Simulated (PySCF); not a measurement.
# Bond lengths and vibrations by method: AlBCl2H2

All numbers below are calculated, not measured. The program is PySCF 2.14.0, an open-source quantum chemistry code, run on an isolated molecule that a program drew, which may never have been made. The molecule is AlBCl2H2 (charge 0, singlet), drawn as the SMILES string `[AlH2][B](Cl)Cl`.

The geometry was optimised and harmonic frequencies were computed with HF and MP2, all in the cc-pV(D+d)Z basis, for the commonest isotopes, with a restricted reference for singlets and an unrestricted one otherwise, and a frozen core in MP2. Each result is a local minimum of its method.

Geometry at the HF minimum:
```xyz
6
AlBCl2H2, angstrom
Al   -0.3615   -1.0619   -1.7161
B    -0.5529   -0.4805    0.3487
Cl   -0.3469   -1.6437    1.6708
Cl   -0.9244    1.1878    0.8205
H    -1.6329   -1.5594   -2.5113
H     1.0492   -0.9881   -2.4238
```

Lengths of the bonds as drawn, in Å (atoms numbered as above):
| bond | HF | MP2 |
|---|---|---|
| Al1-B2 | 2.154 | 2.147 |
| B2-Cl3 | 1.773 | 1.765 |
| B2-Cl4 | 1.773 | 1.765 |
| Al1-H5 | 1.580 | 1.582 |
| Al1-H6 | 1.580 | 1.582 |

Rotational constants, in GHz:
```
constant     HF    MP2
       A  3.111  3.118
       B  2.435  2.462
       C  1.395  1.405
```

Harmonic frequencies in cm^-1, each column in rising order, so a row needn't be the same motion in every method:
| rank | HF | MP2 |
|---|---|---|
| 1 | 79 | 72 |
| 2 | 105 | 91 |
| 3 | 245 | 239 |
| 4 | 268 | 255 |
| 5 | 397 | 393 |
| 6 | 552 | 530 |
| 7 | 615 | 592 |
| 8 | 818 | ? |
| 9 | 888 | 906 |
| 10 | 923 | 909 |
| 11 | 1992 | 1961 |
| 12 | 1993 | 1969 |

**Estimate the missing MP2 frequency from the HF column.**

A single factor s that minimises the squared misfit of MP2 against s times HF over the other rows is sum(HF x MP2) / sum(HF^2) = 0.9866, with an rms misfit of 12 cm^-1. For rank 8 it gives 0.9866 x 818 = 807 cm^-1. The calculation gives 790 cm^-1, 17 cm^-1 below the estimate. The drawn bonds are on average 0.2 % shorter in MP2 than in HF.
